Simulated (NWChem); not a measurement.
System: ZnHSI; SMILES [SH][Zn][I]

NWChem input:

```
start job
memory heap 200 mb stack 900 mb global 1100 mb
geometry units angstroms noautoz
  Zn     0.078116     0.995362     0.000135
  I     -0.145106    -1.422865    -0.000223
  S      0.293604     3.160002     0.000468
  H     -1.046680     3.347635    -0.004061
end
basis spherical
  * library 3-21g
end
dft
  xc xtpss03 ctpss03
  iterations 150
  mulliken
end
task dft energy
```

NWChem printed, in part:

```
             Northwest Computational Chemistry Package (NWChem) 7.3.0
             --------------------------------------------------------

 CS  symmetry detected

                             Geometry "geometry" -> ""
                             -------------------------

 Output coordinates in angstroms (scale by  1.889725989 to convert to a.u.)

  No.       Tag          Charge          X              Y              Z
 ---- ---------------- ---------- -------------- -------------- --------------
    1 Zn                  30.0000     0.01482895     0.91661896     0.00000000
    2 I                   53.0000     0.00432802    -1.51186611     0.00000000
    3 S                   16.0000     0.03984252     3.09181455     0.00000000
    4 H                    1.0000    -1.31173409     3.16130211     0.00000000

 Effective nuclear repulsion energy (a.u.)     578.8236987511

      Symmetry information
      --------------------

 Group name             Cs
 Group number              2
 Group order               2
 No. of unique centers     4

                                 NWChem DFT Module
                                 -----------------

 Summary of "ao basis" -> "ao basis" (spherical)
 ------------------------------------------------------------------------------
       Tag                 Description            Shells   Functions and Types
 ---------------- ------------------------------  ------  ---------------------
 Zn                          3-21g                  11       27   5s4p2d
 I                           3-21g                  13       31   6s5p2d
 S                           3-21g                   7       13   4s3p
 H                           3-21g                   2        2   2s

      Symmetry analysis of basis
      --------------------------

        a'         53
        a"         20

            General Information
            -------------------
          SCF calculation type: DFT
          Wavefunction type:  closed shell.
          No. of atoms     :     4
          No. of electrons :   100
           Alpha electrons :    50
            Beta electrons :    50
          Charge           :     0
          Spin multiplicity:     1
          Use of symmetry is: on ; symmetry adaption is: on
          Maximum number of iterations: 150
          AO basis - number of functions:    73
                     number of shells:    33
          Convergence on energy requested:  1.00D-06
          Convergence on density requested:  1.00D-05
          Convergence on gradient requested:  5.00D-04

              XC Information
              --------------
                  TPSS metaGGA Exchange Functional  1.000
             TPSS03 metaGGA Correlation Functional  1.000

             Grid Information
             ----------------
          Grid used for XC integration:  medium
          Radial quadrature: Mura-Knowles
          Angular quadrature: Lebedev.
          Tag              B.-S. Rad. Rad. Pts. Rad. Cut. Ang. Pts.
          ---              ---------- --------- --------- ---------
          Zn                  1.35      112           9.0       590
          I                   1.40      123          11.0       590
          S                   1.00       88          12.0       590
          H                   0.35       45          12.0       434
          Grid pruning is: on
          Number of quadrature shells:   368
          Spatial weights used:  Erf1

      Superposition of Atomic Density Guess
      -------------------------------------

 Sum of atomic energies:       -9052.29233064

      Non-variational initial energy
      ------------------------------

 Total energy =   -9052.865645
 1-e energy   =  -13657.599059
 2-e energy   =    4025.909716
 HOMO         =      -0.322928
 LUMO         =      -0.016354

      Symmetry analysis of molecular orbitals - initial
      -------------------------------------------------

  Numbering of irreducible representations:

     1 a'          2 a"

  Orbital symmetries:

     1 a'          2 a'          3 a'          4 a'          5 a'
     6 a"          7 a'          8 a'          9 a'         10 a'
    11 a"         12 a'         13 a'         14 a'         15 a"
    16 a'         17 a'         18 a"         19 a'         20 a"
    21 a'         22 a'         23 a'         24 a'         25 a"
    26 a'         27 a'         28 a'         29 a"         30 a'
    31 a'         32 a"         33 a'         34 a'         35 a"
    36 a'         37 a"         38 a'         39 a'         40 a'
    41 a'         42 a"         43 a'         44 a"         45 a'
    46 a'         47 a'         48 a"         49 a'         50 a"
    51 a'         52 a'         53 a"         54 a'         55 a'
    56 a'         57 a"         58 a'         59 a'         60 a'

     ---------------------------------------------
      Total Density - Mulliken Population Analysis
     ---------------------------------------------

    Atom       Charge   Shell Charges
 -----------   ------   -------------------------------------------------------
    1 Zn  30    29.06   2.00  2.00  6.00  2.00  5.96  0.61  0.42  0.14 -0.00  5.05  4.90
    2 I   53    53.44   2.00  2.00  6.00  2.00  6.00  2.00  5.97  0.94  2.74  1.03  2.78 10.00 10.00
    3 S   16    16.75   2.00  1.96  5.89  1.01  2.56  0.92  2.41
    4 H    1     0.75   0.34  0.41

 !! scf_movecs_sym_adapt:    2 vectors were symmetry contaminated

  Symmetry fudging

[...]
```

Level: TPSS/3-21G, non-relativistic. All runs use the structure optimised with PBE0/def2-SVP (def2 core potentials past Kr).
